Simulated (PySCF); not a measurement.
Isomers of C6H9AlN2, one conformer each; single-point electronic energies without zero-point terms and without any empirical dispersion term.

Computed with PySCF at PBE0/pcSseg-1, non-relativistic, each on one gas-phase PBE0-D3(BJ)/def2-SVP geometry that isn't relaxed in the solvent. The solvent is an IEF-PCM continuum (cavity from Bondi-type radii × 1.2). The model holds no explicit solvent molecules, cavitation or dispersion.

```csv
isomer,"relative energy, gas (kcal/mol)",dipole (D)
`[H]/N=C\c1ccc[n+]([AlH3-])c1`,0.0,6.42
`C=NC1=C[N+]([AlH3-])=CC=C1`,4.8,8.54
```

How do the relative energies look in dichloromethane (ε = 8.93)?

| isomer | relative energy, solvent (kcal/mol) | E(solvent) − E(gas) (kcal/mol) | dipole in solvent (D) |
| --- | --- | --- | --- |
| `[H]/N=C\c1ccc[n+]([AlH3-])c1` | 0.0 | -12.5 | 7.78 |
| `C=NC1=C[N+]([AlH3-])=CC=C1` | 6.4 | -10.9 | 10.35 |

The order is unchanged. Conformers: `[H]/[N:1]=[CH:2]\[c:3]1[cH:4][cH:5][cH:6][n+:7]([AlH3-:8])[cH:9]1` with N1–C2–C3–C4 -179°; `[CH2:1]=[N:2][c:3]1[cH:4][cH:5][cH:6][n+:7]([AlH3-:8])[cH:9]1` with C1–N2–C3–C4 -46°. `[H]/N=C\c1ccc[n+]([AlH3-])c1` gains most from the continuum, while `C=NC1=C[N+]([AlH3-])=CC=C1` has the largest gas-phase dipole. The gains span 1.6 kcal/mol, the gas-phase energies 4.8 kcal/mol.
